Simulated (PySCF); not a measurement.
Computed Raman spectrum (relative Raman activity) of a molecule CH6FNO2Si. Coordinates come from a PBE0-D3(BJ)/def2-SVP optimisation. Other conformers were not sampled. Level of theory: PBE0-D3(BJ)/def2-SVP (PySCF). Frequencies are harmonic and unscaled.

Lines under 2 % of the strongest are left out, and lines within 2 cm⁻¹ are merged.

ν (cm⁻¹): 722 (w), 1175 (vw), 1470 (w), 1477 (w), 1482 (w), 1535 (vw), 3026 (vs), 3110 (s), 3141 (s), 3636 (s), 3738 (m), 3928 (s) (against the strongest line: vs over 80 %, s over 45 %, m over 15 %, w over 4 %, vw less)

**Question.** Which molecule gave these data?
A) CO[Si](N)(O)F
B) NC[Si](O)(O)F
C) N[Si](O)(O)CF
D) CN[Si](O)(O)F

**Answer.** A, CO[Si](N)(O)F
